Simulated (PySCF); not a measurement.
Electron correlation in Zn²⁺ (zinc, charge +2)

[Ar] 3d9 4s1, high-spin 3D determinant (an excited configuration). All numbers are calculated (PySCF 2.14, a scalar-relativistic core potential, in aug-cc-pwCVDZ-PP with ECP10MDF (6s6p5d3f, 70 functions)). Frozen: 3s2 3p6; 10 electrons correlated.

```
  level  correlation energy (mhartree)
   CCSD                        -340.56
    (T)                          -6.54
CCSD(T)                        -347.10
```

Diagnostics: T1 = 0.0064, D1 = 0.0175, largest double amplitude 0.013.

Task: Is a single reference adequate?

Result: Yes: T1 lies below 0.03 and no double amplitude reaches 0.07.
